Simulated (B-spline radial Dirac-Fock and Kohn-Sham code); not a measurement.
Method: Dirac-Fock energy differences between relaxed states, corrected for Breit and QED terms. Computed with an atomic code on a B-spline grid. Correlation energy is missing from these numbers.

Question: An atom or ion in its tabulated ground configuration has these computed binding energies (the last is its least bound level). Which is it?

```
level  binding energy (eV)
   2s               9508.6
2p1/2               9060.8
   3s               2961.5
3p1/2               2769.7
3d3/2               2298.8
   4s               1310.7
   4p               1202.5
```

Answer: Gd³⁰⁺: Z = 64 with 34 electrons, [Ar] 3d10 4s2 4p4.

Question: Identify the element and charge state from the binding energies below (tabulated ground configuration; the least bound level is included).

```tsv
level	binding energy (eV)
K	18466.3
L1	4165.0
L2,3	4014.4
```

Answer: Sr³²⁺: Z = 38 with 6 electrons, [He] 2s2 2p2. The hydrogen-like estimate √(E/Ry) = 36.8 for the K level lies 1.2 below Z; the outermost level, at 4014.4 eV, fixes the charge.
